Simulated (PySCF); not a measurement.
C₁₀H₉NS, SMILES c1cccc(-c2cc(cs2)C)n1.

Geometry optimised at PBE0-D3(BJ)/def2-SVP. One conformer was computed; it need not be the lowest.

Two levels are set side by side: TDA-PBE/def2-SVP (PySCF) and TDA-M06-2X/def2-SVP (PySCF). Vertical, same geometry. The lowest singlet is HOMO−1→LUMO 95 % with PBE and HOMO→LUMO 90 % with the other functional; states are paired by order. Differences are taken from unrounded values.

```
quantity                               TDA-M06-2X
-------------------------------------  ----------
lowest singlet excitation (eV)               4.74
lowest triplet excitation (TDA) (eV)         3.30
first bright state (f over 0.05) (eV)        4.74
its oscillator strength                      0.58
```

Problem. What does TDA-PBE give, and how far is it from TDA-M06-2X? (The exact figures need the calculation; the answer reports its results.)

Solution. 
```json
[
 {"quantity": "lowest singlet excitation (eV)", "TDA-PBE": "3.81", "TDA-PBE minus TDA-M06-2X": "-0.93"},
 {"quantity": "lowest triplet excitation (TDA) (eV)", "TDA-PBE": "2.86", "TDA-PBE minus TDA-M06-2X": "-0.44"},
 {"quantity": "first bright state (f over 0.05) (eV)", "TDA-PBE": "3.90", "TDA-PBE minus TDA-M06-2X": "-0.84"},
 {"quantity": "its oscillator strength", "TDA-PBE": "0.07", "TDA-PBE minus TDA-M06-2X": "-0.51"}
]
```

Functionals without exact exchange tend to place singlet excitations lower, as here. Differences between two approximate levels are no errors against the true value.

Rough cost on one machine, each run with all the roots and properties that it gave: TDA-M06-2X against TDA-PBE about 7 times.
